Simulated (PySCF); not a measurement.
**How methods differ on the excitation energy of W**

W [Xe] 4f14 5d4 6s2 (5D) → W [Xe] 4f14 5d4 6s1 6p1 (high-spin determinant), as a difference of total energies. All numbers are calculated (PySCF 2.14, scalar relativity through the core potential, in aug-cc-pVQZ-PP with ECP60MDF (7s7p6d4f3g2h, 135 functions)). Correlated levels: valence: 5s2 5p6 frozen. The calculations carry no spin-orbit coupling.

```tsv
method	excitation energy (eV)
UHF	1.078
LDA	2.800
PBE	2.495
PBE0	2.287
r2SCAN	2.057
MN15	2.937
BHandHLYP	2.698
TPSSh	2.372
MP2 (valence)	2.274
SCS-MP2 (valence)	2.692
```

**Question.** How much does correlation contribute at MP2 (valence)?

**Answer.** 2.274 − (1.078) = 1.196 eV, measured against UHF.

The determinant of the upper state mixes LS terms, which raises its energy above the lowest term, most at the Hartree-Fock and MP2 levels.
